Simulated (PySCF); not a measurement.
B(F)(H)(SeH) (BFH2Se), SMILES B([SeH])F.

Geometry: B3LYP-D3(BJ)/def2-TZVP. The values are those of a single conformer.

Level of theory: TDA-ωB97X/def2-SVPD run with PySCF.

Vertical excitations. Isolated molecule, no solvent. State labels are in the subgroup Cs.

| state | symmetry | energy (eV) | λ (nm) | f | main pairs |
|---|---|---|---|---|---|
| S1 | A" | 6.01 | 206 | 0.009 | HOMO→LUMO+1 68 %, HOMO→LUMO+2 16 %, HOMO→LUMO+5 11 % |
| S2 | A' | 6.32 | 196 | 0.159 | HOMO→LUMO 89 % |
| S3 | A" | 6.49 | 191 | 0.000 | HOMO−1→LUMO 93 % |
| S4 | A" | 7.32 | 169 | 0.106 | HOMO→LUMO+2 59 %, HOMO→LUMO+1 23 % |
| S5 | A' | 7.86 | 158 | 0.036 | HOMO−1→LUMO+1 82 % |
| S6 | A" | 8.42 | 147 | 0.040 | HOMO→LUMO+3 73 %, HOMO→LUMO+5 16 % |
| S7 | A" | 8.58 | 145 | 0.061 | HOMO→LUMO+5 50 %, HOMO→LUMO+3 22 %, HOMO→LUMO+2 11 % |
| S8 | A' | 8.69 | 143 | 0.017 | HOMO→LUMO+4 92 % |
| S9 | A" | 8.85 | 140 | 0.053 | HOMO→LUMO+7 52 %, HOMO→LUMO+6 31 % |
| S10 | A" | 9.04 | 137 | 0.028 | HOMO−2→LUMO 87 % |
| T1 | A' | 5.10 | 243 | 0 | HOMO→LUMO 97 % |
| T2 | A" | 5.61 | 221 | 0 | HOMO→LUMO+1 62 %, HOMO→LUMO+2 15 %, HOMO→LUMO+5 15 % |
| T3 | A" | 5.99 | 207 | 0 | HOMO−1→LUMO 91 % |
| T4 | A' | 7.00 | 177 | 0 | HOMO−1→LUMO+1 57 %, HOMO−1→LUMO+2 19 %, HOMO−1→LUMO+5 11 % |
Triplets are in the Tamm–Dancoff approximation.
